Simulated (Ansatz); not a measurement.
Geometry optimisation, RKS B3LYP/def2-SVP in Ansatz 0.2.0.

input.yaml

```yaml
crystal:
  periodic: [false, false, false]
  atoms:
    - { symbol: "N", position_ang: [-1.8906, -0.9532, -1.2781] }
    - { symbol: Si, position_ang: [-0.828, 0.2346, -0.6962] }
    - { symbol: C, position_ang: [0.4799, -0.5199, 0.2982] }
    - { symbol: Cl, position_ang: [-0.1245, -1.4687, 1.6371] }
    - { symbol: Si, position_ang: [1.4979, 0.8618, 0.979] }
    - { symbol: F, position_ang: [2.2596, 1.6333, -0.2017] }
    - { symbol: H, position_ang: [-1.87532, -1.02264, -2.25516] }
    - { symbol: H, position_ang: [-2.79337, -0.76497, -0.95031] }
    - { symbol: H, position_ang: [-0.281, 0.9174, -1.8588] }
    - { symbol: H, position_ang: [-1.6363, 1.1979, 0.1066] }
    - { symbol: H, position_ang: [1.1202, -1.2038, -0.2568] }
    - { symbol: H, position_ang: [0.6989, 1.8737, 1.7559] }
    - { symbol: H, position_ang: [2.489, 0.391, 1.9134] }
basis:
  gaussian: { orbitals: def2-SVP }
hamiltonian:
  xc: b3lyp
relax:
  f_tol: 0.015
  max_steps: 40
```

Command:

```bash
$ ansatz run input.yaml --threads 2 --pin off --max-ram 3072MiB --backend cpu --events-out ev --progress --plain --runs-dir out
```

Q: Where does it end, and by what steps?

A: It converged. After 10 steps the energy has fallen by 0.676 eV; H8 moved furthest, 0.56 Å.

```csv
step,energy less start (eV),largest force component (eV/Å),accepted
0,0.0000,2.015,yes
1,-0.5025,0.891,yes
2,-0.5918,0.377,yes
3,-0.6146,0.731,yes
4,-0.6472,0.290,yes
5,-0.5590,1.173,no
6,-0.6675,0.131,yes
7,-0.6741,0.055,yes
8,-0.6757,0.017,yes
9,-0.6761,0.105,yes
10,-0.6765,0.013,yes
```

```xyz
13
Properties=species:S:1:pos:R:3
N -2.091 -0.776 -1.441
Si -0.962 0.377 -0.823
C 0.445 -0.342 0.259
Cl -0.324 -1.268 1.654
Si 1.630 0.861 1.100
F 2.392 1.717 -0.064
H -1.847 -1.345 -2.246
H -2.690 -1.291 -0.803
H -0.306 1.038 -1.988
H -1.683 1.357 0.033
H 1.017 -1.085 -0.321
H 0.877 1.812 1.955
H 2.657 0.121 1.877
```

Whether the end is a true minimum wasn't checked by a vibrational analysis.

Run time: 49 s on 2 threads of AMD EPYC 7B13 (Zen 3), on a shared host, peak memory 0.36 GiB.
